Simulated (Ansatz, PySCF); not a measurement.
Molecule: GeCl₂ (charge 0, triplet). This is an excited triplet: at this geometry the singlet lies 2.40 eV lower at RI-MP2/CBS(def2-TZVPPD,def2-QZVPPD)+[CCSD(T)-MP2]/def2-TZVPPD. 
Structure (B3LYP-D3(BJ)/def2-TZVP (Ansatz, a quantum-chemistry and plane-wave program) minimum search):
SMILES: [Cl][Ge][Cl]
```xyz
3

Ge    -0.0052     0.0050     0.5729
Cl     1.2199     1.4280    -0.5408
Cl    -1.2101    -1.4375    -0.5376
```
Charge 0, spin multiplicity 3.

Dipole moments at this geometry, in debye (magnitudes).

```json
[
 {"level": "PBE/def2-TZVPD", "program": "Ansatz", "dipole (D)": "0.93"},
 {"level": "revPBE/def2-TZVPD", "program": "Ansatz", "dipole (D)": "0.97"},
 {"level": "BP86/def2-TZVPD", "program": "PySCF", "dipole (D)": "0.91"},
 {"level": "TPSS/def2-TZVPD", "program": "PySCF", "dipole (D)": "?"},
 {"level": "M06-L/def2-TZVPD", "program": "PySCF", "dipole (D)": "0.91"},
 {"level": "B97M-V/def2-TZVPD", "program": "Ansatz", "dipole (D)": "1.08"},
 {"level": "TPSSh/def2-TZVPD", "program": "PySCF", "dipole (D)": "1.11"},
 {"level": "r2SCAN0/def2-TZVPD", "program": "Ansatz", "dipole (D)": "1.25"},
 {"level": "PW6B95/def2-TZVPD", "program": "PySCF", "dipole (D)": "1.15"},
 {"level": "CCSD(T)/def2-SVPD", "program": "Ansatz", "dipole (D)": "?"}
]
```

### Question
Fill in the missing entries.

### Answer

- TPSS/def2-TZVPD, dipole (D): 1.03
- CCSD(T)/def2-SVPD, dipole (D): 1.27
